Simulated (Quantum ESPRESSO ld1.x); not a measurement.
Task: Radial electron density D(r) = 4 pi r^2 rho(r) of an atom or ion with 42.625 electrons. Calculated with ld1.x of Quantum ESPRESSO 7.5: scalar-relativistic Kohn-Sham, BLYP, spin-unpolarised, spherical densities, point nucleus.

```
   r/bohr * D(r) (the largest magnitude, 73.6, reaches the edge; | marks zero)
 0.001091 |*
 0.001421 | *
  0.00185 |  *
 0.002409 |   *
 0.003137 |     *
 0.004052 |        *
 0.005276 |            *
  0.00687 |                  *
 0.008945 |                         *
  0.01165 |                                *
  0.01517 |                                      *
  0.01975 |                                          *
  0.02572 |                                          *
  0.03349 |                                       *
  0.04326 |                                     *
  0.05632 |                                       *
  0.07334 |                                                *
   0.0955 |                                                      *
   0.1244 |                                                  *
   0.1619 |                                       *
   0.2108 |                                    *
   0.2745 |                                          *
   0.3575 |                                      *
   0.4618 |                      *
   0.6013 |            *
    0.783 |            *
     1.02 |           *
    1.328 |      *
    1.729 |  *
    2.251 |*
    2.931 *
    3.817 *
```

What is the nuclear charge?

Result: Z = 46. The innermost maximum, from 1s, lies near gamma/Z bohr with gamma = sqrt(1 - (Z/c)^2) = 0.942, here 0.0205 bohr (found: 0.0224), and its height grows with Z. The density is that of the palladium ion Pd3.375+ in [Ne] 3s1.625 3p6 3d10 4s2 4p6 4d7; the configuration itself is not fixed sharply by these data, and Z only to a few units. D(r) has 4 maxima, at r = 0.0224, 0.0986, 0.295, 0.876 bohr, and minima at 0.0443, 0.195, 0.667 bohr, inside which lie 2.01, 11.18, 28.62 electrons.
